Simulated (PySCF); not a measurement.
## A ladder of Hamiltonians for Ru²⁶⁺ (ruthenium, charge +26)

Occupied: 1s1/2, 2s1/2, 2p1/2, 2p3/2, 3s1/2, 3p1/2, 3p3/2. Hartree-Fock calculated with PySCF 2.14 in an uncontracted even-tempered set (18 s from 1.6 bohr⁻², ratio 2.7; 13 p from 1.9 bohr⁻², ratio 2.7), Gaussian nucleus throughout. NR is non-relativistic, sf-X2C the spin-free one-electron X2C Hamiltonian, X2C adds the bare one-electron spin-orbit term, X2C-SNSO screens it by Boettger's factors, DC is four-component Dirac-Coulomb, and the Gaunt and Breit terms are added at first order (total energies over the DC spinors, levels after relaxing the spinors in that mean field). QED terms are absent. Levels marked empty are virtual spinors of this ion; the basis has s and p functions only, so 3d, which can lie below the n = 4 levels, is absent.

| Hamiltonian | E (hartree) | E − E(DC) (hartree) | CPU seconds |
| --- | --- | --- | --- |
| NR | -3997.2938 | 87.9563 | 0.45 |
| sf-X2C | -4083.6318 | 1.6183 | 0.27 |
| X2C | -4084.3457 | 0.9044 | 0.33 |
| X2C-SNSO | -4084.2807 | 0.9694 | 0.33 |
| DC | -4085.2501 | 0.0000 | 15 |
| DC+Gaunt | -4082.2486 | 3.0015 | 26 |
| DC+Breit | -4082.5368 | 2.7133 | 75 |

```csv
level (eV),NR,sf-X2C,X2C,X2C-SNSO,DC,DC+Gaunt,DC+Breit
1s1/2,-22833.2,-23424.3,-23423.0,-23423.1,-23439.9,-23394.3,-23397.6
2s1/2,-4293.5,-4442.6,-4442.2,-4442.3,-4444.1,-4439.9,-4440.2
2p1/2,-4058.3,-4099.2,-4195.7,-4191.1,-4191.5,-4184.4,-4185.2
2p3/2,-4058.3,-4099.2,-4054.5,-4056.5,-4058.0,-4052.9,-4053.6
3s1/2,-1538.4,-1577.9,-1577.8,-1577.8,-1578.2,-1577.3,-1577.4
3p1/2,-1444.3,-1458.1,-1479.6,-1478.6,-1478.7,-1477.1,-1477.3
3p3/2,-1444.3,-1458.1,-1448.0,-1448.5,-1448.8,-1447.7,-1447.9
4s1/2 (empty),-727.05,-741.03,-741.01,-741.01,-741.14,-740.82,-740.86
4p1/2 (empty),-694.87,-700.45,-707.55,-707.21,-707.24,-706.72,-706.80
4p3/2 (empty),-694.87,-700.45,-697.15,-697.30,-697.38,-697.01,-697.09
```

```csv
interval (eV),X2C,X2C-SNSO,DC,DC+Gaunt,DC+Breit
2p3/2 − 2p1/2,141.2,134.6,133.6,131.6,131.6
3p3/2 − 3p1/2,31.57,30.09,29.89,29.44,29.44
4p3/2 − 4p1/2,10.40,9.914,9.860,9.705,9.705
```

Weight of the small component: 1s1/2 0.0258, 2s1/2 0.00547, 2p1/2 0.00543, 2p3/2 0.00525, 3s1/2 0.00186, 3p1/2 0.00179, 3p3/2 0.00175, 4s1/2 0.000796, 4p1/2 0.000781, 4p3/2 0.000761.

Koopmans' value for the highest occupied level at DC+Breit: 1447.9 eV, against an ionisation energy of 1447 ± 4 eV (semi-empirical (NIST evaluation); NIST Atomic Spectra Database, ionization energies); the former lacks relaxation, correlation, QED and recoil.

The whole ladder took 120 s of wall time on 1 thread of Neoverse-N1 (shared host), launched as `OMP_NUM_THREADS=1 python relrun2.py TASK.json OUT` (a driver that calls PySCF for each Hamiltonian).
